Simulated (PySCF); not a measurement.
Mg(Cl)(OSiH3) (ClH3MgOSi), SMILES [SiH3][O][Mg][Cl].

Geometry: PBE0-D3(BJ)/def2-SVP. One conformer was computed; it need not be the lowest.

These are IEF-PCM-ωB97X/def2-SVP in PySCF values and carry that method's errors.

The values are the electrostatic part of the solvation free energy, E(continuum) − E(gas) at the gas-phase geometry, in a cavity of scaled van der Waals radii (PySCF's table); cavitation and dispersion terms are not included. A continuum can't describe solvent molecules that bind to the metal. In vacuum the orbital gap is 10.81 eV. The dipole moment in vacuum is 0.43 D.

```csv
solvent,ε,ΔG(elec) (kcal/mol),dipole (D),gap (eV)
water,78.36,-14.2,0.59,11.54
chloroform,4.71,-10.1,0.54,11.34
acetone,20.49,-13.4,0.58,11.50
```
